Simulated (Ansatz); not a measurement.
Ideal-gas functions of F6Re (`[F][Re]([F])([F])([F])([F])[F]`) radical at 298.15 K and 1 bar, from an Ansatz frequency run at PBE0-D4/def2-TZVP.

Molar mass 300.19 g/mol, point group D3d (symmetry number 6), electronic degeneracy 2, moments of inertia 250.359, 250.374, 262.6 u Å². Harmonic wavenumbers (cm⁻¹, unscaled): 142, 159, 159, 212, 214, 267, 279, 279, 287, 431, 432, 722, 736, 736, 772.

Use S(trans) = R[1.5 ln M + 2.5 ln T − 1.1517]; rotational temperatures θ = 24.2544 K / I; S(rot) = R[ln(√π/σ · √(T³/θAθBθC)) + 1.5]; for each mode x = 1.438777 ν̃/T, S = R[x/(eˣ − 1) − ln(1 − e⁻ˣ)] and H = RT x/(eˣ − 1); 1 cm⁻¹ = 0.0119627 kJ/mol; R = 8.31446 J/(mol·K).

By hand: the entropy, in J/(mol·K).

Translation 180.0. Rotation: θ = 0.0969, 0.0969, 0.0924 K, giving 102.7. Vibration, mode by mode: 11.62, 10.72, 10.72, 8.48, 8.41, 6.76, 6.44, 6.44, 6.24, 3.58, 3.57, 1.18, 1.11, 1.11, 0.97, in all 87.3. Electronic 5.8. Sum 375.8 J/(mol·K).

By hand: H − E and G − E in kJ/mol, counted from the electronic energy.

Zero-point energy ½ × 5827 × 0.0119627 = 34.9; thermal vibration 15.1; translation, rotation and pV give 4 RT = 9.9. H − E = 59.9 kJ/mol, and G − E = 59.9 − 298.15 × 375.8/1000 = -52.1 kJ/mol.

Vibration gives 23 % of the entropy, 11.6 J/(mol·K) of it from the mode under 150 cm⁻¹: soft modes count most, and the harmonic formula is weakest for them.
